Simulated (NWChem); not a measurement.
# TlI; SMILES [I][Tl]

```xyz
2

Tl     0.0000     0.0000    -1.1385
I      0.0000     0.0000     1.7283
```
Atoms are numbered in this order, from 1.

Coordinates come from a PBE0/def2-SVP optimisation. def2 effective core potentials on I, Tl; no spin-orbit coupling.

Q: List the 4 lowest vertical singlet excitations and the 4 lowest triplet ones from LRC-wPBEh/def2-SVP with def2 effective core potentials on I, Tl, TDA (NWChem).

A: 
```csv
state,energy (eV),oscillator strength,leading excitation (squared amplitude)
S1,4.00,0.021,HOMO → LUMO (0.99)
S2,4.00,0.021,HOMO → LUMO+1 (0.99)
S3,4.15,0.000,HOMO−2 → LUMO (0.50)
S4,4.19,0.000,HOMO−2 → LUMO (0.47)
T1,3.45,spin-forbidden,HOMO → LUMO (0.97)
T2,3.45,spin-forbidden,HOMO → LUMO+1 (0.97)
T3,3.90,spin-forbidden,HOMO−2 → LUMO+1 (0.49)
T4,4.02,spin-forbidden,HOMO−2 → LUMO (0.47)
```
